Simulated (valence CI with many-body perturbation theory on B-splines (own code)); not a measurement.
**Ag13+: electric-dipole lines**

Computed by valence CI with perturbative core correlation (CI+MBPT): six valence electrons over a frozen Dirac-Fock core [Ar] 3d10, a basis of 9 s, 9 p, 8 d, 6 f, 3 g, 1 h functions for each j, with the one-electron correlation potential Σ1, the two-electron term Σ2, the three-electron term Σ3, Breit, model QED; selected CI, second order for the rest, scaled by the run's own slope (own B-spline code, finite nucleus).

No measured levels were compared; by estimate levels hold to about 250 cm⁻¹ or 0.2 % of their energy and the worst to 1 %, as in measured heavy ions of charge 2 to 7; those with d or f electrons hold less well. Among the levels kept, up to 1300 cm⁻¹ of a level comes from second order outside the variational space, and about a tenth of that is noise between levels of different J, which matters for small intervals.

Lines 1 to 50 of 85 in falling wavelength, among levels below 634510 cm⁻¹, chosen from the strongest by gf and those to the six lowest levels. Wavelengths and rates use the calculated energies, so an error of 1000 cm⁻¹ moves a line at 423.3 Å by 0.42 % and its rate by three times that or more. Electric multipoles are in the length gauge, E1 and E2 with the static RPA response of the core. Weak lines are less certain than strong ones. Lines between different terms over intervals too small for the method are left out, as are lines whose strength nearly cancels. The highest levels of a list are the least certain.

Names give the largest LS component (configuration and term), which can be under half, so a name can repeat, a term be missing and a line seem to break the LS rules; names also repeat where a configuration has a term twice. Letters in brackets count levels of one name in rising energy.

```tsv
λ vac (Å)	Upper	Lower	A (s⁻¹)	S (a.u.) with core polarisation	S without
423.3	4s.4p5 3P°_1	4s2.4p4 1S_0	1.33e+08	1.49e-02	1.64e-02
360.9	4s.4p5 3P°_2	4s2.4p4 1D_2	7.24e+08	8.40e-02	9.22e-02
338.2	4s.4p5 3P°_2	4s2.4p4 3P_1	1.60e+09	1.52e-01	1.67e-01
331.2	4s.4p5 3P°_1	4s2.4p4 1D_2	4.67e+08	2.51e-02	2.75e-02
324.7	4s.4p5 1P°_1	4s2.4p4 1S_0	1.28e+09	6.48e-02	7.14e-02
312.0	4s.4p5 3P°_1	4s2.4p4 3P_1	1.66e+09	7.46e-02	8.18e-02
292.4	4s.4p5 3P°_1	4s2.4p4 3P_0	2.45e+09	9.07e-02	9.95e-02
291.0	4s2.4p3.4d 5D°_1	4s2.4p4 1S_0	1.11e+05	4.04e-06	4.09e-06
290.9	4s.4p5 3P°_2	4s2.4p4 3P_2	5.59e+09	3.40e-01	3.72e-01
287.7	4s.4p5 3P°_0	4s2.4p4 3P_1	8.96e+09	1.05e-01	1.15e-01
271.3	4s.4p5 3P°_1	4s2.4p4 3P_2	6.62e+09	1.96e-01	2.14e-01
267.6	4s.4p5 1P°_1	4s2.4p4 1D_2	1.82e+10	5.17e-01	5.67e-01
261.4	4s2.4p3.4d 3D°_1 [a]	4s2.4p4 1S_0	4.44e+06	1.18e-04	1.26e-04
254.9	4s.4p5 1P°_1	4s2.4p4 3P_1	4.47e+08	1.10e-02	1.20e-02
247.0	4s2.4p3.4d 5D°_2 [a]	4s2.4p4 1D_2	4.85e+06	1.80e-04	1.91e-04
246.2	4s2.4p3.4d 5D°_3	4s2.4p4 1D_2	1.19e+07	6.14e-04	6.58e-04
244.3	4s2.4p3.4d 5D°_1	4s2.4p4 1D_2	1.77e+08	3.82e-03	4.19e-03
241.7	4s.4p5 1P°_1	4s2.4p4 3P_0	6.11e+06	1.28e-04	1.48e-04
240.8	4s2.4p3.4d 3D°_1 [b]	4s2.4p4 1S_0	2.11e+08	4.35e-03	4.71e-03
236.1	4s2.4p3.4d 5D°_2 [a]	4s2.4p4 3P_1	1.38e+06	4.49e-05	5.26e-05
235.9	4s2.4p3.4d 5D°_2 [b]	4s2.4p4 1D_2	1.57e+08	5.07e-03	5.52e-03
235.3	4s2.4p3.4d 5D°_0	4s2.4p4 3P_1	1.32e+09	8.47e-03	9.16e-03
233.7	4s2.4p3.4d 5D°_1	4s2.4p4 3P_1	3.64e+08	6.88e-03	7.41e-03
229.3	4s2.4p3.4d 3P°_1 [a]	4s2.4p4 1S_0	3.21e+08	5.73e-03	6.29e-03
227.1	4s.4p5 1P°_1	4s2.4p4 3P_2	2.14e+09	3.71e-02	4.05e-02
225.9	4s2.4p3.4d 5D°_2 [b]	4s2.4p4 3P_1	9.04e+07	2.57e-03	2.84e-03
224.7	4s2.4p3.4d 3D°_3 [a]	4s2.4p4 1D_2	1.78e+07	6.97e-04	7.51e-04
223.1	4s2.4p3.4d 3D°_1 [a]	4s2.4p4 1D_2	6.82e+07	1.12e-03	1.22e-03
222.5	4s2.4p3.4d 5D°_1	4s2.4p4 3P_0	3.36e+08	5.48e-03	5.96e-03
222.2	4s2.4p3.4d 3F°_2 [a]	4s2.4p4 1D_2	8.75e+05	2.37e-05	2.41e-05
218.9	4s2.4p3.4d 3F°_3 [a]	4s2.4p4 1D_2	1.04e+08	3.79e-03	4.02e-03
216.4	4s2.4p3.4d 3G°_3	4s2.4p4 1D_2	1.97e+08	6.91e-03	7.36e-03
214.2	4s2.4p3.4d 3D°_1 [a]	4s2.4p4 3P_1	2.77e+07	4.03e-04	4.24e-04
213.3	4s2.4p3.4d 3F°_2 [a]	4s2.4p4 3P_1	4.29e+07	1.03e-03	1.13e-03
212.7	4s2.4p3.4d 1S°_0	4s2.4p4 3P_1	1.36e+07	6.48e-05	6.92e-05
212.0	4s2.4p3.4d 5D°_2 [a]	4s2.4p4 3P_2	1.09e+09	2.55e-02	2.75e-02
211.4	4s2.4p3.4d 5D°_3	4s2.4p4 3P_2	7.05e+08	2.30e-02	2.45e-02
211.0	4s2.4p3.4d 3P°_1 [b]	4s2.4p4 1S_0	4.64e+08	6.46e-03	7.05e-03
210.1	4s2.4p3.4d 5D°_1	4s2.4p4 3P_2	3.20e+09	4.39e-02	4.74e-02
207.9	4s2.4p3.4d 3D°_1 [b]	4s2.4p4 1D_2	3.11e+09	4.14e-02	4.50e-02
206.8	4s2.4p3.4d 3S°_1	4s2.4p4 1S_0	9.25e+08	1.21e-02	1.32e-02
204.8	4s2.4p3.4d 3D°_1 [a]	4s2.4p4 3P_0	2.46e+08	3.14e-03	3.31e-03
203.8	4s2.4p3.4d 5D°_2 [b]	4s2.4p4 3P_2	3.65e+09	7.61e-02	8.17e-02
202.4	4s2.4p3.4d 1D°_2	4s2.4p4 1D_2	6.00e+08	1.23e-02	1.32e-02
200.2	4s2.4p3.4d 3D°_1 [b]	4s2.4p4 3P_1	3.42e+07	4.06e-04	4.26e-04
199.3	4s2.4p3.4d 3P°_1 [a]	4s2.4p4 1D_2	8.33e+09	9.76e-02	1.06e-01
195.4	4s2.4p3.4d 3D°_3 [a]	4s2.4p4 3P_2	1.68e+09	4.32e-02	4.61e-02
195.1	4s2.4p3.4d 1D°_2	4s2.4p4 3P_1	9.75e+08	1.79e-02	1.92e-02
195.0	4s2.4p3.4d 3D°_2	4s2.4p4 1D_2	5.86e+05	1.07e-05	9.06e-06
194.2	4s2.4p3.4d 3D°_1 [a]	4s2.4p4 3P_2	1.20e+09	1.30e-02	1.40e-02
```
